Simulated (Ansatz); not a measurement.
Cu2F. The state is a doublet with charge 0. Geometry r2SCAN-D4/def2-TZVP.

```csv
atom,x (Å),y (Å),z (Å)
Cu1,1.0667,0.5619,-0.4121
Cu2,-0.6810,-0.9814,-0.4433
F3,-0.3857,0.4195,0.8554
```

The 6-31G sets use Cartesian d functions. B3LYP takes the VWN-RPA correlation. At B3LYP-D4/6-31G the charge 0 doublet is spin-contaminated (final ⟨S²⟩ up to 0.94, 0.75 for a pure state). The structure comes from a short search, and lower isomers may exist.

(1) Estimate the α-spin orbital energies around the gap (eV) in Ansatz with HF/def2-TZVP, LDA (SPW92)/def2-TZVP, PBE-D4/def2-TZVPD, B3LYP-D4/6-31G, CAM-B3LYP-D4/def2-TZVP.

Answers

(1) 
```tsv
orbital	HF/def2-TZVP	LDA (SPW92)/def2-TZVP	PBE-D4/def2-TZVPD	B3LYP-D4/6-31G	CAM-B3LYP-D4/def2-TZVP
HOMO−5	-13.19	-6.14	-5.90	-6.56	-9.23
HOMO−4	-13.14	-6.09	-5.85	-6.48	-9.22
HOMO−3	-12.88	-6.04	-5.82	-6.39	-9.18
HOMO−2	-12.62	-6.03	-5.79	-6.31	-9.16
HOMO−1	-12.15	-5.70	-5.47	-6.23	-8.66
HOMO	-6.16	-4.75	-4.61	-5.05	-6.18
LUMO	0.15	-3.50	-3.34	-2.69	-1.64
LUMO+1	3.02	-0.57	-1.20	-0.55	1.43
LUMO+2	4.72	0.11	-1.08	-0.39	2.49
LUMO+3	4.85	1.15	0.01	0.99	3.12
LUMO+4	4.98	1.68	0.33	1.01	3.48
LUMO+5	5.63	1.87	0.68	1.48	3.78
β HOMO	-11.98	-5.50	-5.25	-4.73	-8.24
β LUMO	0.53	-4.26	-3.99	-2.44	-1.87
```
